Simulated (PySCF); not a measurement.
CH7NSi3, SMILES C1[SiH2][Si@H](N=1)[SiH3].

Coordinates come from a r2SCAN-D4/def2-SVP optimisation. The structure was generated by enumeration; whether it is a known compound was not checked.

Computed with TDA-PBE/def2-SVPD (PySCF 2.14.0).

Vertical excitations. Isolated molecule, no solvent.

```csv
state,energy (eV),λ (nm),f,main pairs
S1,3.50,355,0.001,HOMO→LUMO 99 %
S2,4.17,297,0.004,HOMO→LUMO+1 97 %
S3,4.30,288,0.005,HOMO−1→LUMO 98 %
S4,4.55,273,0.002,HOMO→LUMO+2 96 %
S5,4.87,255,0.002,HOMO→LUMO+3 98 %
S6,5.13,242,0.003,HOMO→LUMO+4 95 %
S7,5.27,235,0.007,HOMO−2→LUMO 82 %
S8,5.51,225,0.001,HOMO→LUMO+5 88 %
S9,5.57,223,0.078,"HOMO−1→LUMO+1 43 %, HOMO−1→LUMO+2 32 %, HOMO→LUMO+5 11 %"
S10,5.79,214,0.052,"HOMO→LUMO+6 68 %, HOMO−1→LUMO+2 14 %"
T1,2.76,450,0,HOMO→LUMO 100 %
T2,3.98,312,0,HOMO→LUMO+1 96 %
T3,4.04,307,0,HOMO−1→LUMO 93 %
T4,4.29,289,0,HOMO→LUMO+2 97 %
```
Triplets are in the Tamm–Dancoff approximation.
